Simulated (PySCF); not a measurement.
From one molecule to another.

First species: C₅H₁₃NOSi.
Atom-mapped SMILES: `[CH3:1][CH2:2][O:3][SiH2:4][C@@H:5]1[CH2:6][CH2:7][NH:8]1` (hydrogens: H9, H10, H11 on C1; H12, H13 on C2; H14, H15 on Si4; H16 on C5; H17, H18 on C6; H19, H20 on C7; H21 on N8)

Geometry (GFN2-xTB, Å), atoms numbered from 1 in this order:
```xyz
21
C5H13NOSi angstrom
C     -3.2176   -0.3058   -0.3682
C     -2.3899    0.6055    0.5251
O     -1.3033    1.1742   -0.1478
Si    -0.0326    0.5088   -0.8964
C      1.0252   -0.6062    0.2385
C      1.8860    0.1428    1.2736
C      3.0727   -0.1459    0.3511
N      2.2657   -1.1313   -0.3684
H     -3.5394    0.2383   -1.2523
H     -2.6232   -1.1595   -0.6834
H     -4.0926   -0.6598    0.1703
H     -3.0027    1.4416    0.8799
H     -2.0291    0.0467    1.3972
H     -0.3895   -0.3076   -2.0655
H      0.6690    1.7311   -1.2659
H      0.4413   -1.4323    0.6652
H      1.9560   -0.3680    2.2312
H      1.6484    1.1916    1.4370
H      3.9602   -0.5869    0.8119
H      3.3731    0.7246   -0.2438
H      2.3135   -1.0850   -1.3805
```

Second species: C₃H₁₀O₃SSi.
InChI=1S/C3H10O3SSi/c1-7(4)3-6-8(2)5/h5,8H,3H2,1-2H3/t7-,8+/m1/s1

Levels: PBE0/pcSseg-1 for dipole moment, HOMO energy, LUMO energy and HOMO–LUMO gap; GFN2-xTB for rotational constant A and rotational constant C. Geometries: GFN2-xTB. Each species is one conformer at its optimised geometry, gas phase, non-relativistic unless stated. Electronic properties by PySCF.

The conformers computed, where there is a choice (atom-mapped SMILES and torsion angles):
- `[CH3:1][CH2:2][O:3][SiH2:4][C@@H:5]1[CH2:6][CH2:7][NH:8]1`: C1–C2–O3–Si4 -60°, C2–O3–Si4–C5 -58°, O3–Si4–C5–C6 -73°
- `[CH3:1][Si@@H:2]([OH:3])[O:4][CH2:5][S@@:6]([CH3:7])=[O:8]`: C1–Si2–O4–C5 179°, Si2–O4–C5–S6 75°, O4–C5–S6–C7 178°, H–O3–Si2–C1 153°

(1) Which of the two has the higher LUMO energy, and by how much?

(2) Which of the two has the higher rotational constant A, and by how much?

(3) Which of the two has the higher rotational constant C, and by how much?

(4) Which of the two has the higher dipole moment, and by how much?

(5) Which of the two has the higher HOMO energy, and by how much?

(6) Which has the higher HOMO–LUMO gap?

## Answers

(1) The first: 0.61 eV against 0.20 eV, a difference of 0.41 eV.

(2) The first: 4.046 GHz against 3.311 GHz, a difference of 0.735 GHz.

(3) The first: 0.797 GHz against 0.707 GHz, a difference of 0.090 GHz.

(4) The second: 4.80 D against 0.98 D, a difference of 3.82 D.

(5) The first: -6.11 eV against -7.20 eV, a difference of 1.09 eV.

(6) The second: 7.40 eV against 6.72 eV, a difference of 0.68 eV.

On the first: A dipole of 0.98 D is allowed in C1, and pure rotational transitions are dipole-allowed. In atomic units the dipole is 0.39 e·bohr (1 au = 2.5417 D).

On the second: In atomic units the dipole is 1.89 e·bohr (1 au = 2.5417 D).
